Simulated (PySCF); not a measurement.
Compound: C₆H₆FO₂ (doublet state).
Z-matrix (Å and degrees, GFN2-xTB geometry), rows numbered from 1:
```
C 
C   1  1.4580
C   2  1.5488  1   89.74
O   3  1.2035  2  125.79  1    86.38
C   3  1.5157  2  107.13  1   -94.49
C   5  1.5058  3  106.84  2    -2.37
O   6  1.1947  5  127.53  3   161.58
C   2  1.5173  1  114.38  3  -106.81
F   8  1.3786  2  109.97  1  -177.45
H   1  1.0721  2  120.05  3   -86.86
H   1  1.0735  2  120.66  3    86.14
H   2  1.0878  1  115.76  3   115.71
H   5  1.0947  3  108.50  2  -120.08
H   5  1.0919  3  112.96  2   121.76
H   8  1.0946  2  114.71  1   -56.92
```

The hyperfine couplings belong to this conformer and change with its torsions.

Identity: `[CH2][C@@H]1C(=O)CC(=O)[C@H]1F` [radical].

Method: PySCF 2.14.0, UKS B3LYP, pcH-1 on C F H O, non-relativistic, mean-field spin-orbit, GIAO. The structure is a single GFN2-xTB conformer in the gas phase; no vibrational or solvent corrections. GFN2-xTB frequencies show an imaginary mode (78i cm⁻¹), so this geometry is no minimum at that level. Couplings are sensitive to structure, and on GFN2-xTB geometries they can be far from those on DFT ones. The SCF solution wasn't tested for stability.

Task: Break the g tensor into its mass correction, gauge correction and orbital-Zeeman/spin–orbit terms.

Result: 
```tsv
Δg (ppm)	1	2	3
relativistic mass correction	-174	-174	-174
gauge correction	28	9	29
orbital Zeeman/spin–orbit	253	1383	3450
total	107	1217	3305
```

So g = 2.00243, 2.00354, 2.00562 and g_iso = 2.00386; the tensor is rhombic: the two nearest values differ by 35 % of g3 − g1. 

Task: What are the electron Larmor frequencies g μB B/h along the three axes at 1200 mT?

Result: 33.6317, 33.6504, 33.6855 GHz for g1, g2 and g3, a range of 53.7 MHz.

Task: What effective moment and Curie constant follow for a powder?

Result: With the mean of g² = 4.0155 and S(S+1) = 0.75: μ_eff = √(⟨g²⟩S(S+1)) = 1.735 μB and χT = 0.12505·⟨g²⟩·S(S+1) = 0.377 cm³ K/mol (cgs; spin-Hamiltonian part alone).

Task: In a frozen sample, at which fields do the three g values resonate at 9.5, 34, 94 and 263 GHz (hyperfine left aside), and which band first spreads them over more than twice a line width of 1.0 mT?

Result: 
```tsv
band	GHz	B(g3) mT	B(g2) mT	B(g1) mT	spread mT
X	9.5	338.42	338.78	338.97	0.54
Q	34.0	1211.21	1212.47	1213.14	1.93
W	94.0	3348.63	3352.12	3353.98	5.35
J	263.0	9369.03	9378.79	9383.99	14.97
```

The spread grows in proportion to the frequency. W band is the first where it exceeds 2.0 mT.

The Mulliken spin populations are largest on C1 (+0.92), O4 (+0.16) and C2 (-0.06). The angles at C1 add up to 359.6°, so it is planar; its axial dipolar tensor and the negative couplings of its protons fit spin in a p orbital normal to that plane.

The HOMO–LUMO gaps are 4.45 eV among the α and 4.17 eV among the β orbitals.
